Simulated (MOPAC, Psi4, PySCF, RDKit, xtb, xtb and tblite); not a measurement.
Two geometries of C₆H₈BN, SMILES Bc1ccccc1N, relaxed at GFN2-xTB with one dihedral held; other torsions can differ between them too.

Structure A

```
16

B     -2.0711     1.0619     0.0195
C     -0.6907     0.3805     0.1487
C     -0.1596    -0.3001    -0.9523
C      1.1378    -0.7720    -0.9717
C      1.9515    -0.5816     0.1354
C      1.4650     0.0819     1.2422
C      0.1601     0.5756     1.2577
N     -0.3343     1.1611     2.4035
H     -3.0275     0.4399    -0.2405
H     -2.1932     2.1997     0.2846
H     -0.7903    -0.4465    -1.8185
H      1.5179    -1.2816    -1.8445
H      2.9672    -0.9500     0.1332
H      2.0966     0.2380     2.1063
H     -1.1533     1.7356     2.2810
H      0.3485     1.5192     3.0526
```

Structure B

```
16

B      2.1032     1.0024     0.0043
C      0.6410     0.5418     0.0112
C     -0.3797     1.5011     0.1413
C     -1.7175     1.1779     0.1410
C     -2.0959    -0.1536     0.0055
C     -1.1368    -1.1315    -0.1193
C      0.2265    -0.8107    -0.1115
N      1.1324    -1.8290    -0.1709
H      3.0071     0.2610    -0.1003
H      2.3415     2.1438     0.1092
H     -0.0884     2.5368     0.2407
H     -2.4688     1.9468     0.2422
H     -3.1426    -0.4225    -0.0026
H     -1.4274    -2.1686    -0.2223
H      2.0949    -1.5970    -0.3376
H      0.8156    -2.7349    -0.4696
```

Task: Which is lower in energy at the level B3LYP-D3(BJ)/def2-SVP // GFN2-xTB (Psi4), and by how much?

Result: B is lower, by 8.05 kcal/mol (dihedral H9–B1–C2–C3: 60° in A, 180° in B).

E(B) − E(A) in kcal/mol at the other levels, on the same two geometries: GFN2-xTB (xtb and tblite) -3.11; B3LYP/def2-SVP // GFN2-xTB (Psi4) -8.06; PBE/def2-SVP // GFN2-xTB (Psi4) -8.03; PBE-D3(BJ)/def2-SVP // GFN2-xTB (Psi4) -8.02; UFF // GFN2-xTB (RDKit) -5.97; PM3, restricted, heats of formation // GFN2-xTB (MOPAC) -2.52; AM1, restricted, heats of formation // GFN2-xTB (MOPAC) -2.18; GFN1-xTB // GFN2-xTB (xtb) -3.92; restricted B3LYP/6-31G*, spherical d, density fitting // GFN2-xTB (PySCF) -7.92; restricted LDA (SVWN5)/6-31G*, spherical d, density fitting // GFN2-xTB (PySCF) -8.70; restricted B3LYP/6-311+G**, spherical d, density fitting // GFN2-xTB (PySCF) -7.79; restricted Hartree-Fock/6-31G*, spherical d, density fitting // GFN2-xTB (PySCF) -7.72.
